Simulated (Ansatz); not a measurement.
`[SiH3][N]([SiH3])[Ge][Cl]` + CH₃SH → `C[S][Ge][Cl]` + `[SiH3]N[SiH3]`  (ligand exchange at a Ge–N bond)

Computed with Ansatz on PBE0-D4/def2-TZVP structures; ΔE is electronic, products minus reactants. CCSD(T)/CBS adds triple-zeta CCSD(T) − MP2 to the extrapolated MP2 energy (def2 sets, frozen cores). This one scheme is used for every species. DFT in def2-TZVPP. B3LYP here is the variant with VWN-RPA as its local correlation; programs differ in this. For Ge outer-core shells are correlated without core-valence functions, which leaves a few kJ/mol of doubt a bond. Scalar relativity is left out up to krypton. One conformer a species, not always the lowest.

| level | ΔE (kcal/mol) | difference from CCSD(T)/CBS |
| --- | --- | --- |
| PBE-D4 | -7.0 | -3.2 |
| BLYP-D4 | -6.2 | -2.4 |
| B3LYP-D4 | -5.9 | -2.1 |
| r2SCAN0-D4 | -6.1 | -2.3 |
| CAM-B3LYP-D4 | -4.9 | -1.1 |
| PBE | -8.3 | -4.5 |
| r2SCAN0 | -6.5 | -2.7 |
| BHLYP | -6.9 | -3.1 |
| HF/def2-SVP | -4.8 | -1.0 |
| SCS-MP2/def2-TZVPP | -2.5 | 1.3 |
| CCSD(T)/CBS | -3.8 | 0 |

What do rigid-rotor, harmonic-oscillator terms from PBE0-D4/def2-TZVP frequencies (298.15 K, 1 bar) make of the CCSD(T)/CBS value? (Best estimate.)

Computed: ΔZPE = +1.2 kcal/mol, ΔH = -2.3 kcal/mol, ΔS = 42 J/(mol·K), ΔG = -5.3 kcal/mol. Modes under 50 cm⁻¹ make the entropy rough.

Largest T1 diagnostic among the species: 0.014.

From PBE to PBE0 (25 % exact exchange), in def2-TZVPP and without D4, ΔE moves by +0.9 kcal/mol. Leaving LDA and LC-ωPBE aside and taking each functional with its dispersion term where it has one, the values, not all of them listed here, spread over 3.0 kcal/mol, from PBE-D4 to ωB97X-V. LDA lies +1.5 kcal/mol from PBE without D4. The D4 term adds +2.2 kcal/mol with B3LYP and +1.2 kcal/mol with PBE0; it sums over pairs of atoms, weighted by their polarisabilities, and B3LYP, whose exchange is more repulsive, gets the larger term.

CCSD(T)/CBS has its own doubt, a few kJ/mol and more with outer-core shells, so smaller differences from it don't rank the levels.
